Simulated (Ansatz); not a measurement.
Cu(AsH3)(SH) (CuAsH₄S). Charge 0, multiplicity 1. Geometry relaxed at B3LYP-D4/def2-SVP.

```xyz
7

Cu    0.959   -0.308   -0.207
As   -1.212    0.089    0.482
H    -1.594    1.431    1.077
H    -1.808   -0.771    1.579
H    -2.378   -0.015   -0.483
S     3.002   -0.724   -0.777
H     3.030    0.296   -1.671
```

Q: Estimate the harmonic wavenumbers at RKS B3LYP-D4/def2-SVP (Ansatz, unscaled). Is this a minimum?

A: 25, 70, 72, 200, 336, 351, 388, 556, 931, 1012, 1017, 2242, 2248, 2256, 2636 cm⁻¹. Yes, no mode is imaginary beyond noise. Zero-point energy 85.8 kJ/mol. It took 49 s on 4 threads of Arm Neoverse V2 on a shared host.
